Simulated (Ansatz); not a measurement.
Total energies of C₄HIO₃ (`O=C1C=C(I)C(=O)O1`).

```
atom   x (Å)   y (Å)   z (Å)
  O1  -0.240  -0.511  -2.496
  C2  -0.072  -0.205  -1.362
  C3  -0.627  -0.801  -0.130
  C4  -0.148  -0.111   0.902
  I5  -0.459  -0.335   2.906
  C6   0.743   0.966   0.369
  O7   1.359   1.791   0.954
  O8   0.743   0.852  -0.998
  H9  -1.298  -1.646  -0.146
```

Charge 0, multiplicity 1. Correlated methods include outer-core shells of I, which these sets cover unevenly. I takes the def2 core potential. The structure was optimised at the PBE0-D4/def2-TZVP level. Basis def2-TZVPP, Ansatz 0.2.0.

RPA on PBE orbitals: Hartree–Fock energy of these orbitals -673.35073 Eh, correlation -2.54950 Eh (frozen core).

```tsv
functional	energy without D4 (Eh)	D4 term (kJ/mol)
LDA (SPW92)	-673.18886	–
PBE	-676.13946	-30.2
revPBE	-676.49486	-91.7
BLYP	-676.43110	-66.6
r2SCAN	-676.48489	-7.4
B97M-V	-676.48540	–
PBE0	-676.15456	-25.7
B3LYP	-676.64492	-49.0
r2SCANh	-676.44806	-8.0
r2SCAN0	-676.39515	-8.8
HSE06 (plane-wave form)	-676.13597	-24.0
BHLYP	-676.29719	-37.6
CAM-B3LYP	-676.40566	-26.3
LC-ωPBE	-676.33476	–
ωB97X-V	-676.42370	–
ωB97M-V	-676.44089	–
B2PLYP	-676.12273	–
PBE-QIDH	-675.93746	–
```

B3LYP takes the VWN-RPA correlation (the form of Gaussian; ORCA's B3LYP/G). HSE06 is the plane-wave form, built on full-range PBE exchange. The double hybrids freeze the cores in their second-order part.

LC-ωPBE has ω = 0.4 bohr⁻¹.
